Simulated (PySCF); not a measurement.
Structure problem from calculated spectra and properties.

Formula: C5H3NOS.

| Item | Value |
| --- | --- |
| NMR, other nuclei | isotropic shieldings of nuclei other than C and H, by class: -61 (1 N), 15 (1 O), 528 (1 S) ppm [GIAO PBE0/pcSseg-1] |
| Dipole | 4.16 D [PBE0/pcSseg-1] |
| 1H NMR | chemical shifts (computed TMS as zero) by class: 7.72 (1 H), 7.26 (1 H), 6.87 (1 H) ppm [GIAO PBE0/pcSseg-1] |
| 13C NMR | chemical shifts (computed TMS as zero) by class: 152.5 (1 C), 141.5 (1 C), 129.0 (1 C), 120.3 (1 C), 114.1 (1 C) ppm [GIAO PBE0/pcSseg-1] |
| Rotational structure | rotational constants A, B, C: 3.965, 1.184, 1.120 GHz [GFN2-xTB] |

The electronic properties come from PySCF, for the isolated species, density fitting. Levels stand in brackets. The structure is a single GFN2-xTB conformer in the gas phase; no vibrational or solvent corrections. NMR values are class means; diastereotopic atoms form classes of their own.

Question: What is the compound? Reason from the data.

Answer: Numbering: `[N:1]#[C:2][S:3][c:4]1[cH:5][cH:6][cH:7][o:8]1`. Its formula, C5H3NOS, gives 5 degrees of unsaturation: 1 ring and 4 π bonds in the structure found (Kekulé form). 5 carbons fall into 5 classes; from least to most shielded: aromatic CH next to a ring oxygen [C7] (152.5 ppm), substituted aromatic carbon [C4] (141.5 ppm), aromatic CH carbon [C5] (129.0 ppm), aromatic CH carbon [C6] (120.3 ppm), cyano carbon [C2] (114.1 ppm). Hydrogen classes from least to most shielded: 1 H on an aromatic CH next to a ring oxygen, C7 (7.72 ppm), 1 H on an aromatic CH carbon, C5 (7.26 ppm), 1 H on an aromatic CH carbon, C6 (6.87 ppm). The other shieldings belong to: -61 ppm, cyano nitrogen [N1]; 15 ppm, furan-type oxygen [O8]; 528 ppm, sulfur bonded to 2 C [S3]. The optimised geometry has point group C1 and is an asymmetric top. Structure: `c1ccc(SC#N)o1`. Computed isomers that give other values at the same levels: `N#CSc1ccoc1` (rotational constant A: 4.315 GHz; this holds for the one conformer computed). The assignments are read from this structure; whether some other isomer fits the data as well wasn't checked.

Conformer computed: `[N:1]#[C:2][S:3][c:4]1[cH:5][cH:6][cH:7][o:8]1`: C2–S3–C4–C5 83°.
